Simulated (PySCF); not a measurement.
# Single point on SiI

State: ²Π (doublet), unpaired electrons π ↑.

An equivalent input (the run itself took its basis sets from the Basis Set Exchange, started from a PBE0 density and held the occupation σ 9α 9β, πx 5α 4β, πy 4α 4β, δx 1α 1β, δy 1α 1β):

```python
from pyscf import gto, dft
mol = gto.M(atom='Si 0 0 0; I 0 0 2.451', basis={'Si': 'def2-TZVPP', 'I': 'def2-TZVPP'}, ecp={'I': 'def2-TZVPP'},
            charge=0, spin=1, verbose=4, symmetry='C2v')
mf = dft.UKS(mol, xc='WB97X')
mf.grids.atom_grid = (80, 434)
mf.grids.prune = dft.gen_grid.treutler_prune
mf.irrep_nelec = {'A1': (10, 10), 'A2': (1, 1), 'B1': (5, 4), 'B2': (4, 4)}
mf.conv_tol = 1e-9
mf.max_cycle = 60
mf.diis_space = 10
mf.kernel()
```

The log (some set-up lines and the per-cycle HOMO/LUMO lines removed):

```
******** <class 'pyscf.dft.uks_symm.SymAdaptedUKS'> ********
method = SymAdaptedUKS
damping factor = 0
level_shift factor = 0
DIIS = <class 'pyscf.scf.diis.CDIIS'>
diis_start_cycle = 1
diis_space = 10
diis_damp = 0
SCF conv_tol = 1e-09
SCF conv_tol_grad = None
SCF max_cycles = 60
number electrons alpha = 20  beta = 19
    J.-D. Chai and M. Head-Gordon.,  J. Chem. Phys. 128, 084106 (2008)
Set gradient conv threshold to 3.16228e-05
init E= -587.203735877255
cycle= 1 E= -587.205537773038  delta_E= -0.0018  |g|= 0.0102  |ddm|= 0.142
cycle= 2 E= -587.205693296931  delta_E= -0.000156  |g|= 0.00384  |ddm|= 0.0334
cycle= 3 E= -587.205718768342  delta_E= -2.55e-05  |g|= 0.0025  |ddm|= 0.0112
cycle= 4 E= -587.20572572326  delta_E= -6.95e-06  |g|= 0.000673  |ddm|= 0.00583
cycle= 5 E= -587.205726850744  delta_E= -1.13e-06  |g|= 0.000341  |ddm|= 0.00186
cycle= 6 E= -587.205727133828  delta_E= -2.83e-07  |g|= 0.000106  |ddm|= 0.00112
cycle= 7 E= -587.205727163854  delta_E= -3e-08  |g|= 4.31e-05  |ddm|= 0.000346
cycle= 8 E= -587.205727170714  delta_E= -6.86e-09  |g|= 1.76e-05  |ddm|= 0.000169
cycle= 9 E= -587.205727172489  delta_E= -1.77e-09  |g|= 6.08e-06  |ddm|= 0.0001
cycle= 10 E= -587.20572717264  delta_E= -1.52e-10  |g|= 2.01e-06  |ddm|= 2.89e-05
Extra cycle  E= -587.205727172647  delta_E= -6.93e-12  |g|= 1.29e-06  |ddm|= 4.94e-06
converged SCF energy = -587.205727172647  <S^2> = 0.75700928  2S+1 = 2.006997
```

Repeating this along the bond gives Re = 2.432 Å and ωe = 370 cm⁻¹.

A point of this curve took 3.9 CPU seconds beside 0.65 for the integrals, on Arm Neoverse V1 (shared host).

Spin–orbit coupling is left out. The state was picked by a PBE0 search and need not be the measured ground state.
